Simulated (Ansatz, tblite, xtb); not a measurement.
**CH7N3Si (SMILES NC1(N)N[SiH2]1): methods side by side**

CH7N3Si has 12 atoms, charge 0, and is taken as a singlet. SMILES: `NC1(N)N[SiH2]1`. Geometry: relaxed at PBE0-D4/def2-TZVP. This is one conformer, not always the lowest.

```xyz
12

N    -0.6980    1.3425   -0.2175
C     0.0869    0.1938    0.1325
N     1.1883    0.4769    1.0045
N     0.3624   -0.6832   -1.0437
Si   -0.7912   -1.4255    0.0178
H    -0.1399    1.9892   -0.7713
H    -0.9676    1.8345    0.6257
H     1.6136   -0.3764    1.3444
H     1.9100    0.9828    0.4944
H     0.0876   -0.2905   -1.9357
H    -2.2375   -1.4266   -0.2948
H    -0.3380   -2.6727    0.6776
```

Each level gives the dipole moment (D). The values are calculated.

| level | kind | program | value (D) | CPU time |
| --- | --- | --- | --- | --- |
| GFN2-xTB | semi-empirical | xtb | 0.52 | under 2 s |
| GFN1-xTB | semi-empirical | tblite | 1.16 | under 2 s |
| GFN0-xTB | semi-empirical | xtb | 0.66 | under 2 s |
| IPEA1-xTB | semi-empirical | tblite | 1.31 | under 2 s |
| HF/STO-3G | Hartree–Fock | Ansatz | 0.57 | 1.5 s |
| HF/3-21G | Hartree–Fock | Ansatz | 0.52 | 2.3 s |
| HF/def2-SVP | Hartree–Fock | Ansatz | 0.34 | 10 s |
| HF/def2-TZVP | Hartree–Fock | Ansatz | 0.24 | 45 s |
| SVWN5/6-311G** | LDA | Ansatz | 0.90 | 17 s |
| r2SCAN/def2-SVP | meta-GGA | Ansatz | 0.89 | 25 s |

The values span 0.24 to 1.31 D. Magnitudes only: a small dipole may point the other way at some levels. Sets without polarisation functions give poor dipoles. CPU times are rough (shared hosts, several kinds of processor): they show what a rung costs within a factor of a few.
